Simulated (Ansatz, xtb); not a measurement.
**FH4NPSi: where a starting geometry ends**

The starting geometry of this gas-phase doublet was built from a drawn formula by distance geometry and a force field; its bonds are those of `[NH3+][P-][SiH]F`.

```yaml
atoms:
  - { symbol: F, position_ang: [-0.0601, 0.2616, -0.3994] }
  - { symbol: N, position_ang: [-1.8785, -0.7475, 1.3520] }
  - { symbol: P, position_ang: [-2.5254, -1.3449, -0.1711] }
  - { symbol: Si, position_ang: [-0.8068, -0.5388, -1.5639] }
  - { symbol: H, position_ang: [-2.5144, -0.2720, 1.8724] }
  - { symbol: H, position_ang: [-1.0365, -0.1501, 1.1747] }
  - { symbol: H, position_ang: [-1.5013, -1.5958, 1.9192] }
  - { symbol: H, position_ang: [-0.0395, -1.7227, -1.7933] }
```

Q: Predict what becomes of its bonds when it is optimised with r2SCAN-D4/def2-SVP.

A: It keeps its bonds, and is `[NH3+][P-][SiH]F`. Distances that change by over a tenth: N2–P3 (1.76 → 1.95 Å).

The energy falls by 0.86 eV over 12 steps:

```tsv
step	E − E(last) (eV)
1	0.856
2	0.256
3	0.035
5	0.010
6	0.002
7	0.001
8	0.000
10	0.000
11	0.000
12	0.000
```

Final geometry (Å):

```xyz
8

F    -0.0685    0.2675   -0.3532
N    -1.8319   -0.7653    1.3792
P    -2.6595   -1.3357   -0.2888
Si   -0.9287   -0.6612   -1.4823
H    -2.4796   -0.2137    1.9467
H    -1.0212   -0.1735    1.1187
H    -1.4996   -1.5531    1.9426
H     0.1267   -1.6749   -1.8723
```

From the same start GFN2-xTB ends elsewhere, in pieces: FHPSi + H3N.

The end wasn't checked by frequencies. Open shells are spin-unrestricted. Run with Ansatz 0.2.0, 48 s on 1 thread of AMD EPYC 9R45 96-Core Processor (Zen 5), on a shared host.
